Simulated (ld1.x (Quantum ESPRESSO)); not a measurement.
# What one change does to a pseudopotential (zinc, TM)

```json
{
  "Element": "Zn",
  "Generator": "ld1.x (Quantum ESPRESSO) 7.5",
  "Type": "norm-conserving Troullier–Martins (Kleinman–Bylander form)",
  "Functional": "LDA (PZ)",
  "Relativity": "scalar-relativistic",
  "Frozen core": "[Ar]",
  "Valence charge": "12",
  "Reference configuration": "3d10 4s2 4p0",
  "Partial waves": "4s (bound): rc 1.60 bohr; 3d (bound): rc 1.05 bohr; 4p (bound, empty): rc 1.90 bohr",
  "Local potential": "the p channel",
  "Core correction": "a·sin(br)/r model core, default radius (core density twice the valence density)"
}
```

Change: wave 3d (bound): rc 1.05 bohr becomes 3d (bound): rc 1.36 bohr.

Cutoffs: the cutoffs (Ry, on a coarse ladder) from which the occupation-weighted sum of valence levels, in a spherical-Bessel basis at the reference potential, stays within 10 and 1 mRy of its value at 400 Ry; they do not see the model core or the augmentation charge, which bear on the density cutoff. Errors are all-electron minus pseudo energies relative to the spin-unpolarised reference configuration.

Question: Predict the effect on cutoff, ghosts and configuration errors.

Answer: Both files keep a bound ghost (s); the number of tests with a reliable result goes from 8 to 7; of the 7 tests that both files solve, the error grows in 0 and shrinks in 4 by more than 15 % and 0.3 meV (median size 50.9 → 40.2 meV). That the errors move this way runs against the usual rule that smaller radii transfer better.

| quantity | base | changed |
| --- | --- | --- |
| cutoff, loose | 230 Ry | 160 Ry |
| cutoff, tight | over 300 Ry | 260 Ry |
| loose cutoff by channel (10 mRy a level) | s 10 Ry, d 180 Ry | s 10 Ry, d 140 Ry |
| bound ghosts | s | s |
| tests with a reliable result | 8 of 9 | 7 of 9 |
| error for 3d10 4s1 4p0, meV [ΔE 10.19 eV] | -11 | -9.2 |
| error for 3d10 4s0 4p0, meV [ΔE 28.96 eV] | -51 | -40 |
| error for 3d9 4s0 4p0, meV [ΔE 69.85 eV] | -538 | -514 |
| error for 3d10 4s0 4p2, meV [ΔE 10.75 eV] | -7.9 | -5.4 |
| error for 3d8 4s0 4p0, meV [ΔE 132.00 eV] | -2591 | -2287 |
| error for 3d10 4s1 4p1, meV [ΔE 5.18 eV] | -3.1 | -2.4 |
| error for 3d9 4s2 4p0, meV [ΔE 18.21 eV] | -561 | -499 |
| s: phases at 2.05 bohr within 0.05 rad from the reference energy up to (Ry; the scan ends near 5) | 4.1 | 4.1 |
| p: phases at 2.05 bohr within 0.05 rad from the reference energy up to (Ry; the scan ends near 5) | 4.1 | 4.1 |
| d: phases at 2.05 bohr within 0.05 rad from the reference energy up to (Ry; the scan ends near 5) | 0.4 | 0.4 |

 A true bound ghost makes a file unfit for plane-wave use even where its test errors are small: the radial tests pick states by their node count and pass the ghost by.
